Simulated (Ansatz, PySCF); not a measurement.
This Ansatz (an electronic-structure program) input computes a BLYP/def2-TZVPD energy:

Ansatz 0.2 input:
```yaml
crystal:
  periodic: [false, false, false]
  atoms:
    - {symbol: Ca, position_ang: [-0.40944060, 0.54249696, -0.28492166]}
    - {symbol: Cl, position_ang: [1.85219330, 0.08664783, -1.37536649]}
    - {symbol: Cl, position_ang: [-1.37049847, -0.72487955, 1.71056845]}
basis:
  gaussian:
    orbitals: def2-TZVPD
hamiltonian:
  xc: {name: BLYP}
total_charge: -1
magnetization: {spin_polarized: true, initial_magnetization: 1}
output: {forces: true}
```

### Question
Write an input for the same energy in PySCF and say what it gives.

### Answer

```python
from pyscf import gto, scf, dft

mol = gto.M(
    atom='''
    Ca   -0.40944060    0.54249696   -0.28492166
    Cl    1.85219330    0.08664783   -1.37536649
    Cl   -1.37049847   -0.72487955    1.71056845
    ''',
    basis='def2-tzvpd',
    charge=-1,
    spin=1,
    verbose=4,
)

mf = dft.UKS(mol, xc='blyp').density_fit(auxbasis='def2-universal-jkfit')
mf.grids.level = 3
mf.conv_tol = 1e-9
mf.max_cycle = 100
mf.max_memory = 1500
mf.kernel()
if not mf.converged:
    mf = mf.newton()
    mf.kernel(mf.make_rdm1())
for _ in range(2):
    mo, _, stable, _ = mf.stability(return_status=True)
    if stable:
        break
    mf.kernel(mf.make_rdm1(mo, mf.mo_occ))
mf.analyze()
```
It gives -1598.23289 Eh, and Ansatz -1598.23283 Eh, a difference of 0.06 mEh, from the treatment of integrals and grids.
